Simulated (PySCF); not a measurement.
# WBr2: from structure and modes to constants

Computed with UPBE0 in PySCF with W def2-TZVP with ECP60, Br def2-TZVP; scalar-relativistic core potentials, no spin–orbit coupling; density-fitted integrals.

The quintet minimum has C2v symmetry. Masses (u): W 183.95093, Br 78.91834.

```xyz
3
charge 0 multiplicity 5, angstrom
W     0.3322   -0.1282    0.0000
Br   -0.3834    0.1480    2.2892
Br   -0.3834    0.1480   -2.2892
```

Harmonic wavenumbers (cm⁻¹): 38.6 (a1, ×1), 243.9 (a1, ×1), 282.6 (b2, ×1).

(1) Find the vibrational entropy and heat capacity at 298.15 K.

(2) Give the standard entropy (298.15 K, 1 bar) by its translational, rotational, vibrational and spin parts, and Cp.

## Answers

(1) With u = 1.43878 ω/T, each mode gives S = R[u/(eᵘ−1) − ln(1−e⁻ᵘ)] and C = R u² eᵘ/(eᵘ−1)².
| ω (cm⁻¹) | u | S (J/(mol K)) | C (J/(mol K)) |
| --- | --- | --- | --- |
| 38.6 | 0.186 | 22.30 | 8.29 |
| 243.9 | 1.177 | 7.42 | 7.42 |
| 282.6 | 1.364 | 6.35 | 7.14 |
The sums over all modes are S = 36.1 and C = 22.8 J/(mol K); the softest mode gives 62 % of the entropy.

(2) Sackur–Tetrode with M = 341.79 u gives 181.6; rotation with symmetry number 2 gives 115.1; vibration 36.1; spin R ln 5 = 13.4. The total is 346.2 J/(mol K), and Cp = 4 R + 22.8 = 56.1 J/(mol K).

This need not be the most stable arrangement of these atoms. With open d or f shells other occupations or spin states may lie lower. With an element this heavy the missing spin–orbit coupling can shift these numbers.
